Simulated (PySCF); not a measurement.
Choosing a molecule for a target property.

Species are written as SMILES; each is one conformer at its optimised geometry, gas phase, non-relativistic unless stated. Electronic properties by PySCF.

The conformers computed, where there is a choice (atom-mapped SMILES and torsion angles):
- `[CH2:1]=[N:2][C@@:3]1([SiH3:4])[CH2:5][C@@H:6]1[CH2:7][CH3:8]`: C1–N2–C3–Si4 -120°, C5–C6–C7–C8 87°
- `[Cl:1][SiH2:2][CH2:3][SiH2:4][C:5]1([Cl:6])[CH2:7][CH2:8]1`: Cl1–Si2–C3–Si4 51°, Si2–C3–Si4–C5 63°, C3–Si4–C5–Cl6 -72°
- `[CH3:1][C:2](=[O:3])[NH:4]/[CH:5]=[CH:6]/[O:7][SiH3:8]`: C1–C2–N4–C5 -179°, C2–N4–C5–C6 180°, C5–C6–O7–Si8 0°
- `[SiH3:1][SiH2:2]/[C:3]([Cl:4])=[CH:5]\[CH2:6][CH2:7][Cl:8]`: Si1–Si2–C3–Cl4 63°, C3–C5–C6–C7 100°, C5–C6–C7–Cl8 -66°

Question: Wanted: HOMO energy above -7 eV (PBE0/pcSseg-1) and dipole moment above 2 D (PBE0/pcSseg-1), at GFN2-xTB geometries. Which candidate meets both?
A. `C([C@@H]1[C@@](C1)([SiH3])N=C)C`
B. `[SiH3][SiH2]/C(Cl)=C\CCCl`
C. `CC(=O)N/C=C/O[SiH3]`
D. `Cl[SiH2]C[SiH2]C1(Cl)CC1`

Answer: C. Computed values:
| species | HOMO energy | dipole moment |
| --- | --- | --- |
| Cl[SiH2]C[SiH2]C1(Cl)CC1 | -7.87 eV | 3.25 D |
| [SiH3][SiH2]/C(Cl)=C\CCCl | -7.33 eV | 2.91 D |
| C([C@@H]1[C@@](C1)([SiH3])N=C)C | -6.81 eV | 1.50 D |
| CC(=O)N/C=C/O[SiH3] | -6.12 eV | 3.06 D |
